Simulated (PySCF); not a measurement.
silylarsine (AsH5Si), SMILES [SiH3][AsH2].

Geometry optimised at PBE0-D3(BJ)/def2-TZVP.

Two levels are set side by side: TDA-PBE/def2-SVPD (PySCF) and TDA-PBE0/def2-SVPD (PySCF). Vertical, same geometry. The lowest singlet is HOMO→LUMO+1 95 % with PBE and HOMO→LUMO+1 86 % with the other functional; states are paired by order. Differences are taken from unrounded values.

| quantity | TDA-PBE0 | TDA-PBE | TDA-PBE minus TDA-PBE0 |
|---|---|---|---|
| lowest singlet excitation (eV) | 6.41 | 6.01 | -0.40 |
| lowest triplet excitation (TDA) (eV) | 5.43 | 5.27 | -0.15 |
| first bright state (f over 0.05) (eV) | 6.41 | 6.33 | -0.08 |
| its oscillator strength | 0.06 | 0.18 | 0.12 |

Functionals without exact exchange tend to place singlet excitations lower, as here. Differences between two approximate levels are no errors against the true value.

Rough cost on one machine, each run with all the roots and properties that it gave: TDA-PBE0 against TDA-PBE about 2 times.
